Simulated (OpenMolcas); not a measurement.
Mn6+, Tc6+, Re6+: d down the group

```
Program             : OpenMolcas 26.06
Method              : RASSCF
Basis               : ANO-R2
Scalar Hamiltonian  : X2C, finite nucleus
Spin-orbit coupling : state interaction with AMFI integrals over the reference wave functions, term energies averaged over their components
```

Active space for each ion: 7 electrons in 8 orbitals (RAS1 p, at most 2 holes; RAS2 d).

Computed levels in cm-1 above ²D_3/2:

```json
{"Level": "²D_5/2", "Mn6+": "1375", "Tc6+": "3541", "Re6+": "12209"}
{"Level": "weight of ²D in the lowest level (%)", "Mn6+": "100", "Tc6+": "100", "Re6+": "100"}
```

Measured, with the error of the calculation in %. Measured levels: Mn6+ from Corliss and Sugar, J. Phys. Chem. Ref. Data 6, 1253 (1977).

| Level | Mn6+ |
| --- | --- |
| ²D_5/2 | 1350 (+1.9) |

The fine-structure level ²D_5/2 changes by a factor of 8.88 from Mn6+ to Re6+.

Without dynamic correlation excited terms often stand tens of per cent too high (terms of higher spin than the ground term too low), and those without a measured partner can miss by more than the paired ones. Active for correlation alone: 3p; no level in the range computed is led by a configuration that opens it, so any true level of that kind is missing (holds for Mn6+). Active for correlation alone: 4p; no level in the range computed is led by a configuration that opens it, so any true level of that kind is missing (holds for Tc6+). Active for correlation alone: 5p; no level in the range computed is led by a configuration that opens it, so any true level of that kind is missing (holds for Re6+). Computed and measured levels are paired by configuration, term and J; levels that our copy of the source lacks, or whose pairing is in doubt (as where it misses far off the trend of its configuration), stay unpaired and out of the deviations. Only configurations of the active space appear.
